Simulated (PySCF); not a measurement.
Molecular orbitals of InO

BP86 at R = 2.092 Å; PySCF, scalar-relativistic core potentials, basis sets In def2-TZVPPD with ECP28, O def2-TZVPPD. State: ²Π (doublet), unpaired electrons π ↑. Only the outer orbitals are listed, counted within each symmetry, core potentials removing the inner ones.

```
spin  orbital  occ.  ε (eV)  on In (%)           main shells (%)
   α       6σ     1   -9.18         63           62 In s, 36 O p
   α       3π     1   -8.47          3                    97 O p
   α       3π     1   -6.77          5                    94 O p
   α       7σ     1   -6.15         53  47 O p, 36 In s, 15 In p
   α       4π     0   -2.48        100                   99 In p
   α       4π     0   -2.31         98                   97 In p
   β       6σ     1   -8.94         71           71 In s, 27 O p
   β       3π     1   -6.19          7                    92 O p
   β       7σ     1   -5.81         47  53 O p, 27 In s, 18 In p
   β       3π     0   -5.37         13           87 O p, 11 In p
   β       4π     0   -2.29         97                   95 In p
   β       4π     0   -2.23         93                   91 In p
```

Q: Which are the highest filled and the lowest empty level, where do they sit, and how wide is the gap?

A: Highest filled β 7σ at -5.81 eV (in %: 53 O p, 27 In s, 18 In p); lowest empty β 3π at -5.37 eV (in %: 87 O p, 11 In p); the gap at BP86 is 0.44 eV.

The bond order (Mayer) is 0.75 and the ⟨S²⟩ is 0.755. The charge on In (Mulliken, basis-dependent) is 0.45, the charge on In (Löwdin, basis-dependent) is 0.63 and the dipole moment (positive dipole means In(−)O(+)) is -2.78 D.

Spin–orbit coupling is left out. The state was picked by a PBE0 search and need not be the measured ground state.
